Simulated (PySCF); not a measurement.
C2H4Cl6GeSi, SMILES [Cl][Ge]([Cl])([Cl])[CH2]C[Si](Cl)(Cl)Cl (CAM-B3LYP/def2-SVP optimised geometry):

```
14

Si    -2.735    -2.155    -2.993
Cl    -2.128    -1.272    -4.744
Cl    -4.779    -2.106    -2.890
Cl    -2.108    -4.110    -2.999
C     -1.998    -1.257    -1.540
C     -0.469    -1.244    -1.532
Ge     0.253    -0.300     0.000
Cl     2.393    -0.300     0.000
Cl    -0.427     1.736     0.000
Cl    -0.425    -1.212     1.820
H     -2.393    -1.736    -0.628
H     -2.401    -0.231    -1.554
H     -0.054    -2.263    -1.501
H     -0.062    -0.751    -2.428
```

Method: CAM-B3LYP/def2-TZVP (PySCF).

Task: What are the frontier orbital energies and the dipole moment?

Result: HOMO-2 -10.83 eV, HOMO-1 -10.72 eV, HOMO -10.20 eV, LUMO -0.41 eV, LUMO+1 0.79 eV; dipole moment 0.89 D.

On the same geometry PBE/def2-TZVP in PySCF gives HOMO-2 -8.05 eV, HOMO-1 -7.89 eV, HOMO -7.64 eV, LUMO -2.43 eV, LUMO+1 -1.32 eV; dipole moment 0.91 D.

Meta-Löwdin charges at CAM-B3LYP/def2-TZVP: Si1 1.02, Cl2 -0.28, Cl3 -0.27, Cl4 -0.28, C5 -0.46, C6 -0.40, Ge7 0.96, Cl8 -0.28, Cl9 -0.29, Cl10 -0.29, H11 0.14, H12 0.14, H13 0.14, H14 0.14.
